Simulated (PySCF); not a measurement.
# Correlation energy of Au²⁺ (gold, charge +2)

[Xe] 4f14 5d8 6p1, one real determinant (an excited configuration). Computed with PySCF 2.14 in aug-cc-pVTZ-PP with ECP60MDF, with a scalar-relativistic core potential. Frozen: 5s2 5p6; 9 electrons correlated.

```json
{"level": "CCSD", "correlation energy (mhartree)": "-231.40"}
{"level": "(T)", "correlation energy (mhartree)": "-8.36"}
{"level": "CCSD(T)", "correlation energy (mhartree)": "-239.76"}
```

Diagnostics: T1 = 0.010, D1 = 0.0375, largest double amplitude 0.047.

Q: Is a single reference adequate?

A: Yes, within this model without spin-orbit coupling: T1 lies below 0.03 and no double amplitude reaches 0.07.

The reference is one real determinant that mixes LS terms of this configuration.
